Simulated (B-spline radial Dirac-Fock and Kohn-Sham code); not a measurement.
Z = 38 (strontium), transition energy 20 keV. Method: a Dirac-Hartree-Slater potential of the neutral atom with a Latter tail (no hole, which puts coefficients of high multipoles low close above an edge), finite nucleus with surface currents. Computed with a radial B-spline solver. Subshells that would emit electrons below 1 keV are left out.

**Question.** A pure transition shows α(K) = 15.1, L1/L2 = 13.5 and L1/L3 = 40.6. What is its multipolarity?
A. M4
B. M3
C. E1
D. E3
E. E2
F. E4
G. M1
H. M2

**Answer.** G. For comparison, α(K), L1/L2, L1/L3 are E1 8.48, 4.07, 2.35; E2 94.2, 0.125, 0.0755; E3 583, 0.00286, 0.00177; E4 3200, 0.00278, 0.00174; M2 642, 10.7, 2.79; M3 7980, 7.58, 0.478; M4 64800, 5.69, 0.198.
